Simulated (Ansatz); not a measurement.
Al6N⁻, relaxed as a singlet with RKS PBE0-D4/def2-SVPD in Ansatz, starting from the GFN2-xTB geometry. Force threshold 0.02 eV/Å.

The structure comes from a short search, and lower isomers may exist.

Start:

```xyz
7

N     0.4595    1.1029   -0.1192
Al   -0.3455    0.3782   -1.5753
Al   -1.1436   -1.6488   -0.1286
Al    1.4134   -1.4555   -0.2303
Al   -0.1078    0.1673    1.4548
Al    2.2212    0.9626    0.4027
Al   -2.4972    0.4933    0.1960
```

```
         step  energy (eV)  largest force component (eV/Å)  SCF passes
            1  -41039.5270                           1.623          28
            2  -41039.9982                           0.526          39
            3  -41040.1899                           0.437          32
            4  -41040.3972                           0.527          31
            5  -41040.6091                           0.340          30
            6  -41040.7392                           0.419          28
            7  -41040.7713                           0.338          25
            8  -41040.7845                           0.433          32
            9  -41040.8029                           0.133          26
10 (rejected)  -41040.7808                           0.428          31
           11  -41040.8201                           0.084          26
12 (rejected)  -41040.8064                           0.268          26
           13  -41040.8245                           0.058          25
14 (rejected)  -41040.8223                           0.123          25
           15  -41040.8248                           0.041          27
           16  -41040.8256                           0.018          28
```

Force components are those of the run's own axes.

End:

```csv
atom,x (Å),y (Å),z (Å)
N1,0.700,1.297,-0.105
Al2,-0.348,0.396,-1.281
Al3,-1.342,-1.925,-1.034
Al4,0.941,-1.478,0.430
Al5,-0.067,0.636,1.566
Al6,2.520,1.049,-0.049
Al7,-2.404,0.025,0.474
```

Bonds lost: Al3–Al5 (atoms count from 1). The end is the same structure that another start reached.

No frequencies were taken in this run, so the end may be a saddle point.

Run time 57 s (4 threads of Arm Neoverse V2 on a shared host).
